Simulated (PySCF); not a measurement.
Correlation energy of Kr³⁺ (krypton, charge +3)

[Ar] 3d10 4s2 4p3, high-spin 4S determinant. Computed with PySCF 2.14 in aug-cc-pVTZ-DK, with the spin-free X2C one-electron Hamiltonian (Gaussian nucleus). Frozen: [Ar] 3d10; 5 electrons correlated.

```tsv
level	correlation energy (mhartree)
CCSD	-97.39
(T)	-2.18
CCSD(T)	-99.57
```

Diagnostics: T1 = 0.0015, D1 = 0.0033, largest double amplitude 0.046.

Q: Is a single reference adequate?

A: Yes, within this model without spin-orbit coupling: T1 lies below 0.03 and no double amplitude reaches 0.07.
